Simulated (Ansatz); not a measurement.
Relaxation of CH11AlOSi2 (16 atoms, charge 0, multiplicity 1), to a largest force component of 0.03 eV/Å in at most 50 steps.

Level of theory: RKS PBE0-D4/def2-SVP (Ansatz 0.2.0).

```xyz
16
Properties=species:S:1:pos:R:3
Al -0.303 -0.160 0.486
Si 1.082 -2.061 0.502
O -0.747 0.466 -1.040
Si -1.041 0.936 -2.589
C -0.980 0.739 2.079
H 2.221 0.415 0.527
H 2.209 1.119 0.507
H 0.334 -3.362 0.555
H 1.968 -2.113 -0.708
H 1.990 -2.043 1.699
H -2.241 1.825 -2.646
H 0.133 1.687 -3.133
H -1.291 -0.253 -3.462
H -1.943 1.238 1.883
H -0.275 1.520 2.414
H -1.114 0.047 2.926
```

Q: Where does it end, and by what steps?

A: The forces met the threshold. The force dipped under the threshold on the way, but the program's further checks kept it going. After 25 steps the energy has fallen by 0.186 eV; H6 moved furthest, 0.86 Å.

```
step  energy less start (eV)  largest force component (eV/Å)  accepted
   0                  0.0000                           2.533       yes
   1                 -0.1314                           0.662       yes
   2                 -0.1408                           0.224       yes
   3                 -0.1190                           0.437        no
   4                 -0.1475                           0.125       yes
   5                 -0.1527                           0.174       yes
   6                 -0.1569                           0.190       yes
   7                 -0.1599                           0.240       yes
   8                 -0.1614                           0.133       yes
   9                 -0.1623                           0.066       yes
  10                 -0.1630                           0.022       yes
  11                 -0.1636                           0.024       yes
  12                 -0.1437                           0.552        no
  13                 -0.1648                           0.032       yes
  14                 -0.1617                           0.434        no
  15                 -0.1659                           0.055       yes
  16                 -0.1670                           0.171       yes
  17                 -0.1678                           0.287       yes
  18                 -0.1749                           0.047       yes
  19                 -0.1793                           0.022       yes
  20                 -0.0706                           1.962        no
  21                 -0.1797                           0.038       yes
  22                 -0.1814                           0.054       yes
  23                 -0.1827                           0.103       yes
  24                 -0.1840                           0.061       yes
  25                 -0.1862                           0.009       yes
```

```xyz
16
Properties=species:S:1:pos:R:3
Al -0.171 -0.136 0.509
Si 1.096 -2.234 0.517
O -0.634 0.480 -1.021
Si -0.973 0.910 -2.570
C -0.835 0.733 2.123
H 1.884 1.185 0.685
H 1.638 1.350 -0.020
H 0.192 -3.430 0.582
H 1.945 -2.390 -0.710
H 2.012 -2.324 1.703
H -2.255 1.678 -2.633
H 0.123 1.772 -3.114
H -1.103 -0.299 -3.442
H -1.369 1.671 1.900
H -0.016 0.964 2.825
H -1.531 0.070 2.665
```

Whether the end is a true minimum wasn't checked by a vibrational analysis.

Time of the run: 110 s on 4 threads of Arm Neoverse N1, with other jobs on the host, peak memory 0.36 GiB.
